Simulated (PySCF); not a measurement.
# Telling isomers of C$_{6}$H$_{7}$FO apart by NMR

- NMR shieldings at PBE0/pcSseg-1/GIAO
- GFN2-xTB structure
- spin–spin couplings from B3LYP/pcJ-1 (spin–dipole term left out of most H,H and C,H couplings)
- code: PySCF
- single conformer, fast rotation and ring inversion assumed for equivalent nuclei, no solvent model, no relativistic terms

Chemical shifts δ = σref − σ; $^{1}$H, $^{13}$C vs TMS, all at this level. Multiplet labels drop J under 1 Hz and among equivalent protons, and merge close values. Unscaled 3J(H,H) run several per cent high. Splittings of carbon signals by F and P are missing where no couplings were computed. Where no couplings were computed, multiplicities follow the n + 1 count of equivalent neighbours, and m marks all less simple cases (inequivalent or close neighbours, rings, F or P nearby). One-bond C–F couplings are unscaled and too large by tens of Hz. Shifts are as computed. Against solution values, carbons near 30 ppm lie about +3 ppm off and those near 130 ppm about +5 ppm. Of 1211 compounds with measured shifts, 218 miss one by over three times the rms of a fit or turn the order of signals round; such compounds aren't used in these exercises.

(1) Tabulate the signals of `FCC1=CCC=CO1`, `C=C[C@@H]1CC(F)=CO1`, `C=C[C@H]1COC=C1F`, `C=CC1(C(=O)F)CC1` and their relative energies.

(2) What is the quickest way to tell C=C[C@H]1COC=C1F from C=CC1(C(=O)F)CC1?

(3) What is the quickest way to tell FCC1=CCC=CO1 from C=C[C@H]1COC=C1F?

(4) What is the quickest way to tell FCC1=CCC=CO1 from C=CC1(C(=O)F)CC1?

## Answers

(1) 
```tsv
SMILES	carbon types	δC	δH	E rel. (kcal/mol)
FCC1=CCC=CO1	1×C 3×CH 2×CH2	154.8, 147.9, 107.0, 100.5, 83.3, 24.7	6.44 (d, 1H), 5.08 (m, 1H), 5.03 (m, 2H), 4.87 (m, 1H), 3.06 (m, 2H)	8.7
C=C[C@@H]1CC(F)=CO1	1×C 3×CH 2×CH2	155.6, 148.5, 133.7, 121.2, 84.2, 39.9	6.37 (m, 1H), 6.33 (m, 1H), 5.38 (m, 1H), 5.37 (m, 1H), 4.94 (m, 1H), 3.40 (m, 1H), 2.71 (m, 1H)	22.7
C=C[C@H]1COC=C1F	1×C 3×CH 2×CH2	158.4, 148.7, 135.4, 123.4, 76.5, 52.5	6.42 (m, 1H), 6.13 (m, 1H), 5.46 (m, 1H), 5.37 (m, 1H), 4.73 (m, 1H), 4.24 (m, 1H), 3.80 (m, 1H)	24.2
C=CC1(C(=O)F)CC1	2×C 1×CH 3×CH2	173.2, 146.2, 115.3, 28.3, 24.6	7.41 (ddd, 1H), 5.38 (ddd, 1H), 4.83 (ddd, 1H), 1.90 (m, 2H), 1.20 (m, 2H)	0.0
```

Energies are electronic energies at PBE0/pcSseg-1 on these geometries, without zero-point or thermal terms, each for the one conformer computed, which needn't be the lowest.

(2) Count the carbon signals: 6 against 5. The first has an allylic sp3 CH at 52.5 ppm, the second a three-membered-ring carbon (C) at 24.6 ppm. Their most deshielded carbons lie at 158.4 and 173.2 ppm. In the proton spectra the most deshielded non-exchanging signals are 6.42 (m, 1H) and 7.41 (ddd, J = 19.0, 13.2, 2.8 Hz, 1H).

(3) Both give the same number of carbon signals, with the same numbers of each carbon type, so the positions decide. The first has an allylic sp3 CH2 at 24.7 ppm, the second an allylic sp3 CH at 52.5 ppm. Their most deshielded carbons lie at 154.8 and 158.4 ppm.

(4) Count the carbon signals: 6 against 5. The first has a β carbon of an enol-ether or enamine type C=C (CH) at 100.5 ppm, the second a three-membered-ring carbon (C) at 24.6 ppm. Their most deshielded carbons lie at 154.8 and 173.2 ppm. In the proton spectra the most deshielded non-exchanging signals are 6.44 (d, 1H) and 7.41 (ddd, J = 19.0, 13.2, 2.8 Hz, 1H).
